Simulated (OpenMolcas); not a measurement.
V2+ among 6 point charges of -2 e arranged as an octahedron (Oh), 2.15 Å from the ion.

* Program: OpenMolcas
* Method: SS-CASPT2, IPEA 0.25 Eh, imaginary shift 0.1 Eh (closed shells correlated: 3s 3p)
* Basis: ANO-RCC-VDZP [5s4p2d1f]
* Scalar Hamiltonian: DKH2, point nucleus
* Active space: 3 electrons in 5 orbitals (3d)
* State averaging: 2S+1 = 4 even, 10 roots; 2S+1 = 2 even, 40 roots
* Spin-orbit coupling: RASSI with atomic mean-field integrals over the reference wave functions

(1) What is the spin-free ground state (labels of O, the rotations of Oh)?

(2) Where is the first state of the same spin?

(3) What are the lowest two levels with spin-orbit coupling?

(4) What is χT at 300 K, and how does it compare with the textbook value?

## Answers

(1) 4A2, 1-fold in its orbital part, 100 % from free-ion F terms; it has the highest spin that d3 allows.

(2) 4T2 at 7790 cm-1 above the ground state.

(3) A 4-fold level Γ8, then a 2-fold level Γ7 7730 cm-1 above it. Their leading multiplicities are 4 (100 %) and 4 (100 %).

(4) The lowest level has 2S+1 = 4, for which the spin-only value is χT = S(S+1) / 2 = 1.875 cm3 K/mol (g = 2). The computed 1.843 at 300 K differs by -0.032, through orbital momentum, spin-orbit coupling and any other state in reach.

Roots that are degenerate in the reference are averaged as groups; the widest CASPT2 spread within a group is 990 cm-1 (the 3-fold group of multiplicity 2 near 31600 cm-1 above the lowest state of its run). Shifts and gaps below about the spread of the groups concerned are not significant. Free-ion shares, where given, are those of the reference states; single-state CASPT2 does not remix them. This is an electrostatic model: the charges have no orbitals. No measured value stands beside these numbers.
